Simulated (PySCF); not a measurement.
A structure optimised at PBE-D3(BJ)/def2-TZVP, used in a PySCF frequency run:

```xyz
3

Ti     0.4456     0.5903     0.0000
Cl    -0.1748    -1.4618     0.0000
O     -0.8539     1.4831     0.0000
```
Charge +1, spin multiplicity 1.

### Question
Write its SMILES, formula and point group.

### Answer
[O]=[Ti+][Cl], ClOTi, Cs

### Question
What are its rotational constants (standard atomic weights)?

### Answer
22.748, 3.9594, 3.3724 GHz
